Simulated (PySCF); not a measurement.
**Electron correlation in In⁺ (indium, charge +1)**

[Kr] 4d10 5s2, closed-shell 1S. Computed with PySCF 2.14 in cc-pVTZ-PP with ECP28MDF (5s4p3d1f, 39 functions), with a scalar-relativistic core potential. Frozen: 4s2 4p6 4d10; 2 electrons correlated.

Total MP2 correlation energy: -23.26 mhartree.

Same-spin part 0.00 and opposite-spin part -23.26 mhartree; SCS-MP2 scales them by 1/3 and 6/5 to -27.91 mhartree.

With two correlated electrons CCSD is exact within the correlated space (frozen core and kept virtual orbitals).

```
level  correlation energy (mhartree)
 CCSD                         -32.69
```

Diagnostics: T1 = 0.0062, D1 = 0.0088, largest double amplitude 0.096.

Cost of the coupled-cluster step: 0.07 s of wall time on 1 thread of Intel(R) Xeon(R) 6975P-C (shared host), for 2 correlated electrons.

Iterations:

```
CC2 = 0
CCSD nocc = 1, nmo = 30
frozen orbitals [0, 1, 2, 3, 4, 5, 6, 7, 8]
max_cycle = 100
direct = 0
conv_tol = 1e-08
conv_tol_normt = 1e-06
diis_space = 8
diis_start_cycle = 0
Init t2, MP2 energy = -189.042010858084  E_corr(MP2) -0.0232600339442534
Init E_corr(CCSD) = -0.0232600339570348
cycle = 1  E_corr(CCSD) = -0.0289577300937881  dE = -0.00569769614  norm(t1,t2) = 0.042104
cycle = 2  E_corr(CCSD) = -0.031070753423915  dE = -0.00211302333  norm(t1,t2) = 0.0184745
cycle = 3  E_corr(CCSD) = -0.0327107318429908  dE = -0.00163997842  norm(t1,t2) = 0.00838016
cycle = 4  E_corr(CCSD) = -0.0326895796984272  dE = 2.11521446e-05  norm(t1,t2) = 0.000312951
cycle = 5  E_corr(CCSD) = -0.0326930606234809  dE = -3.48092505e-06  norm(t1,t2) = 3.03534e-05
cycle = 6  E_corr(CCSD) = -0.0326914138182684  dE = 1.64680521e-06  norm(t1,t2) = 7.12464e-06
cycle = 7  E_corr(CCSD) = -0.0326917366333318  dE = -3.22815063e-07  norm(t1,t2) = 1.53957e-06
cycle = 8  E_corr(CCSD) = -0.0326916903865582  dE = 4.62467736e-08  norm(t1,t2) = 2.40496e-07
cycle = 9  E_corr(CCSD) = -0.0326916892787719  dE = 1.10778631e-09  norm(t1,t2) = 1.30085e-08
CCSD converged
E(CCSD) = -189.051442513419  E_corr = -0.03269168927877188
```
